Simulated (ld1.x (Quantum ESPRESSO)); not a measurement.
# Transferability test, TM potential for platinum (Pt)

```
Element                 : Pt
Generator               : ld1.x (Quantum ESPRESSO) 7.5
Type                    : norm-conserving Troullier–Martins (Kleinman–Bylander form)
Functional              : PBEsol
Relativity              : scalar-relativistic
Frozen core             : [Xe] 4f14
Valence charge          : 10
Reference configuration : 5d9 6s1 6p0
Partial waves           : 6p (bound, empty): rc 3.00 bohr; 5d (bound): rc 2.10 bohr; 6s (bound): rc 2.50 bohr
Local potential         : the s channel
Core correction         : Bessel-smoothed model core inside 1.45 bohr
```

Energies are relative to the spin-unpolarised reference configuration 5d9 6s1 6p0; without spin polarisation the order of configurations can differ from experiment.

Question: Give the all-electron excitation energy and the error of the potential for: 5d9 6s0 6p0; 5d8 6s0 6p0; 5d7 6s0 6p0; 5d8 6s1 6p1; 5d8 6s1 6p0; 5d9.5 6s0.5 6p0; 5d9 6s0 6p1.

Answer:

```json
{"valence configuration": "5d9 6s0 6p0", "charge": "+1", "ΔE all-electron (eV)": "9.225", "error AE − PS (meV)": "-17"}
{"valence configuration": "5d8 6s0 6p0", "charge": "+2", "ΔE all-electron (eV)": "29.222", "error AE − PS (meV)": "-75"}
{"valence configuration": "5d7 6s0 6p0", "charge": "+3", "ΔE all-electron (eV)": "61.470", "error AE − PS (meV)": "-369"}
{"valence configuration": "5d8 6s1 6p1", "charge": "0", "ΔE all-electron (eV)": "6.628", "error AE − PS (meV)": "-71"}
{"valence configuration": "5d8 6s1 6p0", "charge": "+1", "ΔE all-electron (eV)": "11.201", "error AE − PS (meV)": "-48"}
{"valence configuration": "5d9.5 6s0.5 6p0", "charge": "0", "ΔE all-electron (eV)": "-0.118", "error AE − PS (meV)": "-16"}
{"valence configuration": "5d9 6s0 6p1", "charge": "0", "ΔE all-electron (eV)": "5.134", "error AE − PS (meV)": "-5.1"}
```

Levels in the configuration 5d8 6s1 6p1:

| level | all-electron (eV) | pseudo (eV) |
| --- | --- | --- |
| 5d | -9.974 | -10.121 |
| 6s | -7.939 | -7.932 |
| 6p | -2.095 | -2.076 |
